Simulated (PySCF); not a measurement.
## V²⁺ (vanadium, charge +2) across methods

[Ar] 3d2 4s1, high-spin 4F determinant (an excited configuration). Computed with PySCF 2.14 in x2c-QZVPPall with one added diffuse shell each of s, p, d, f, g type (12s8p6d4f3g, 121 functions), with scalar relativity by spin-free X2C-1e. The B2PLYP total includes its PT2 part (frozen core); its orbital energies are those of the SCF part.

| method | E (hartree) | mean ε 3p β (eV) | mean ε 3d α (eV) | mean ε 4s α (eV) | Σ⟨r²⟩ (bohr²) | ⟨S²⟩ |
| --- | --- | --- | --- | --- | --- | --- |
| LDA | -945.967 | -65.492 | -28.152 | -20.814 | 21.48 | 3.750 |
| UHF | -947.26204 | -75.340 | -36.934 | -23.178 | 21.80 | 3.753 |
| r2SCAN | -948.165 | -66.339 | -28.873 | -20.725 | 21.53 | 3.751 |
| PBE0 | -948.001 | -68.249 | -30.551 | -21.311 | 21.55 | 3.751 |
| LC-wPBE | -948.026 | -70.927 | -33.305 | -23.678 | 21.52 | 3.751 |
| BLYP | -948.246 | -65.218 | -28.121 | -20.496 | 21.50 | 3.750 |
| B2PLYP | -947.963 | -70.888 | -32.919 | -22.017 | 21.59 | 3.751 |

**Question.** Estimate the same row for PBE.

**Answer.** E (hartree) = -947.963; mean ε 3p β (eV) = -65.403; mean ε 3d α (eV) = -28.209; mean ε 4s α (eV) = -20.545; Σ⟨r²⟩ (bohr²) = 21.55; ⟨S²⟩ = 3.750.
